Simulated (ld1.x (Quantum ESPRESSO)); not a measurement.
Al (Z = 13), TM semilocal: configuration errors across variants

ld1.x (Quantum ESPRESSO) 7.5 input, shortened:

```
&input
   title='Al', zed=13., rel=1, dft='PBE', iswitch=3,
   config='[Ne] 3s2 3p0 3d-2'
 /
 &inputp
   pseudotype=1, tm=.true., lloc=1,
   nlcc=.true., rcore=1.15
 /
3
3S  1  0   2.00   0.00  1.65  1.65  0.0
3D  3  2  -2.00  -0.15  2.45  2.45  0.0
3P  2  1   0.00   0.00  2.35  2.35  0.0
 &test
   configts(1)='3s2 3p0'
 /
```

All-electron excitation energies from the reference (eV): (1) 3s2 3p1 -5.761; (2) 3s1 3p0 19.225; (3) 3s2 3p0.5 -3.676; (4) 3s1 3p2 -0.622; (5) 3s2 3p1.3 -6.336; (6) 3s1 3p1 5.810; (7) 3s0 3p3 4.689.

In the semilocal form every listed channel keeps its own potential, so the choice of the local channel does not act on these tests. It acts once the file is put into the separable form.

A semilocal file is local in each channel, so a ghost entry of none says nothing of the separable form that plane-wave codes build from it.

2 further variants failed, have other tests or too few solved ones, and are left out.

Errors AE − PS in meV (a dash: test not solved or not reliable):

| change | (1) | (2) | (3) | (4) | (5) | (6) | (7) | bound ghosts |
| --- | --- | --- | --- | --- | --- | --- | --- | --- |
| base | +2.1 | +4.7 | +0.8 | -3.1 | +2.7 | -2.7 | -13 | none |
| wave 3d channel at -0.15 Ry: rc 2.45 bohr becomes 3d channel at -0.15 Ry: rc 2.32 bohr | +2.1 | +4.7 | +0.8 | -3.1 | +2.7 | -2.7 | -13 | none |
| type ultrasoft, which also changes the form from semilocal to separable; waves now 3s (bound): rcut 1.45, rcutus 1.65 bohr; 3s channel at 0.15 Ry: rcut 1.45, rcutus 1.65 bohr; 3p (bound): rcut 2.05, rcutus 2.35 bohr; 3p channel at 1.85 Ry: rcut 2.05, rcutus 2.35 bohr; 3d channel at -0.15 Ry: rcut 2.15, rcutus 2.45 bohr; 3d channel at 1.55 Ry: rcut 2.15, rcutus 2.45 bohr; local potential all-electron potential smoothed inside 2.30 bohr (lloc = -1); augmentation built from norm-conserving waves at rcut, not smoothed further | – | – | – | – | – | – | – | none |
| wave 3s (bound): rc 1.65 bohr becomes 3s (bound): rc 1.76 bohr | +2.0 | +4.5 | +0.8 | -2.9 | +2.6 | -2.5 | -12 | none |
| wave 3p (bound): rc 2.35 bohr becomes 3p (bound): rc 3.44 bohr | +1.2 | +4.6 | +0.3 | -0.5 | +1.9 | +1.3 | -0.2 | none |
| wave 3d channel at -0.15 Ry: rc 2.45 bohr becomes 3d channel at 1.22 Ry: rc 2.45 bohr | +2.1 | +4.7 | +0.8 | -3.1 | +2.7 | -2.7 | -13 | none |
| core correction a·sin(br)/r model core inside 1.88 bohr | -0.1 | +7.3 | 0.0 | +0.1 | 0.0 | +1.2 | +4.3 | none |
| wave 3d channel at -0.15 Ry: rc 2.45 bohr becomes 3d channel at 2.67 Ry: rc 2.45 bohr | +2.1 | +4.7 | +0.8 | -3.1 | +2.7 | -2.7 | -13 | none |
| form changed from semilocal to separable (Kleinman–Bylander), still TM | +1.3 | +1.3 | +0.5 | -3.2 | +1.7 | -3.0 | -13 | none |
| local potential the s channel | +2.1 | +4.6 | +0.8 | -3.2 | +2.6 | -2.7 | -13 | none |

Problem. Give the same row for: all radii but the core radius scaled by about 1.06 (s 1.76, p 2.50, d 2.60 bohr).

Solution. +2.1, +4.5, +0.8, -2.7, +2.6, -2.4, -11; bound ghosts: none.
